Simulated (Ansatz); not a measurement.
A run for Ansatz (a quantum-chemistry and plane-wave program): U-B3LYP/cc-pVTZ on BF2H (SMILES FBF), a point of a bond scan (R = 2.374 Å).

Ansatz 0.2 input:
```yaml
crystal:
  periodic: [false, false, false]
  atoms:
    - {symbol: B, position_ang: [-0.23542436, -0.38535740, 0.08189990]}
    - {symbol: H, position_ang: [-1.45297028, -2.37831314, 0.50546224]}
    - {symbol: F, position_ang: [0.89919528, -0.13880538, 0.70491879]}
    - {symbol: F, position_ang: [-0.67460427, 0.50643007, -0.78304996]}
basis:
  gaussian:
    orbitals: cc-pVTZ
hamiltonian:
  xc: {name: B3LYP}
magnetization: {spin_polarized: true, initial_magnetization: 0}
```

### Question
Predict the final total energy.

### Answer
-225.1991 hartree. Its determinant has ⟨S²⟩ = 0.28, a mixture of spin states.
